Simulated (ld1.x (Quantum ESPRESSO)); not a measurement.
# Pseudopotential generation for H: PAW, PBE, scalar-relativistic.

ld1.x (Quantum ESPRESSO) 7.5 input, shortened:

```
&input
   title='H', zed=1., rel=1, dft='PBE', iswitch=3,
   config='1s0.5 2p-2'
 /
 &inputp
   pseudotype=3, lpaw=.true., tm=.true., lloc=-1, rcloc=1.15,
   nlcc=.false.,
   which_augfun='BESSEL', rmatch_augfun=0.85
 /
3
1S  1  0   0.50   0.00  1.10  1.50  0.0
1S  1  0   0.00  -0.10  1.10  1.50  0.0
2P  2  1  -2.00   0.05  1.20  1.50  0.0
 &test
   configts(1)='1s0.5'
 /
```

Question: Estimate the cutoffs (Ry, on a coarse ladder) from which the occupation-weighted sum of valence levels, in a spherical-Bessel basis at the reference potential, stays within 10 and 1 mRy of its value at 400 Ry.

Answer: 10 Ry and 18 Ry.

Question: Does the potential have ghost states?

Answer: No extra level below or beside the all-electron valence levels (s, p, d, f tested).

Question: Is the overlap operator S = 1 + Σ q|β⟩⟨β| positive definite (Bessel basis up to 400 Ry)?

Answer: Yes: its lowest eigenvalue is 0.86 (p channel).
